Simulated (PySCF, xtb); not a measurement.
pentalene (C8H6), SMILES C1=CC2=CC=CC2=C1.

GFN2-xTB (xtb) at its own geometry gives an orbital gap of 1.16 eV and a dipole moment of 0.00 D.

The structure is a stationary point at ωB97X-D3(BJ)/def2-SVP.

### Question
What does PBE/def2-TZVP (PySCF) give? (An estimate is asked for; the answer gives what the named calculation found.)

### Answer
gap 1.26 eV (levels -4.78 and -3.52 eV), dipole 0.00 D.
